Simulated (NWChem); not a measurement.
System meant: CdIBr; SMILES [I][Cd][Br]

The following NWChem deck was run.

```
start job
memory heap 200 mb stack 900 mb global 1100 mb
geometry units angstroms noautoz
  Cd    -0.042469     0.352238     0.000000
  Br    -0.173169     2.776453     0.000000
  I      0.097496    -2.245311     0.000000
end
basis spherical
  Cd library def2-svp
  Br library def2-svp
  I library def2-svp
end
dft
  xc b3lyp
  iterations 150
  mulliken
end
task dft energy
```

End of the output:

```
             Grid Information
             ----------------
          Grid used for XC integration:  medium
          Radial quadrature: Mura-Knowles
          Angular quadrature: Lebedev.
          Tag              B.-S. Rad. Rad. Pts. Rad. Cut. Ang. Pts.
          ---              ---------- --------- --------- ---------
          Cd                  1.55      123          10.0       590
          Br                  1.15      112          13.0       590
          I                   1.40      123          12.0       590
          Grid pruning is: on
          Number of quadrature shells:   358
          Spatial weights used:  Erf1

          Convergence Information
          -----------------------
          Convergence aids based upon iterative change in
          total energy or number of iterations.
          Levelshifting, if invoked, occurs when the
          HOMO/LUMO gap drops below (HL_TOL):  1.00D-02
          DIIS, if invoked, will attempt to extrapolate
          using up to (NFOCK): 10 stored Fock matrices.

                    Damping( 0%)  Levelshifting(0.5)       DIIS
                  --------------- ------------------- ---------------
          dE  on:    start            ASAP                start
          dE off:    2 iters        150 iters           150 iters

      Screening Tolerance Information
      -------------------------------
          Density screening/tol_rho:  1.00D-10
          AO Gaussian exp screening on grid/accAOfunc:  14
          CD Gaussian exp screening on grid/accCDfunc:  20
          XC Gaussian exp screening on grid/accXCfunc:  20
          Schwarz screening/accCoul:  1.00D-08

      Superposition of Atomic Density Guess
      -------------------------------------

      charge =      53.0 I (Iodine)

      symmetry species            s     p     d     f
      number of basis functions =10     7     6
      number of cont. functions = 4     4     2
      number of closed shells   = 5     3     2
      number of open shells     = 0     1     0
      open shell occupation     = 0     5     0
 ------------------------------------------------------------------------
 atomscf:atomd: error in atom scf                   0
 ------------------------------------------------------------------------
 ------------------------------------------------------------------------
  current input line :
    18: task dft energy
 ------------------------------------------------------------------------
 ------------------------------------------------------------------------
 This error has not yet been assigned to a category
 ------------------------------------------------------------------------
 For more information see the NWChem manual at https://nwchemgit.github.io

0:atomscf:atomd: error in atom scf:Received an Error in Communication
```

Question: Can this run be used? If not, why, and what is the fix?

Answer: The run crashed. Cause: the def2 basis of a heavy element holds valence functions alone and wants its effective core potential (without it all electrons must fit into that basis). This input runs:
```
start job
memory heap 200 mb stack 900 mb global 1100 mb
geometry units angstroms noautoz
  Cd    -0.042469     0.352238     0.000000
  Br    -0.173169     2.776453     0.000000
  I      0.097496    -2.245311     0.000000
end
basis spherical
  * library def2-svp
end
ecp
  Cd library def2-ecp
  I library def2-ecp
end
dft
  xc b3lyp
  iterations 150
  mulliken
end
task dft energy
```
It converges to -3039.55834 Ha (B3LYP/def2-SVP with def2 effective core potentials on Cd, I).
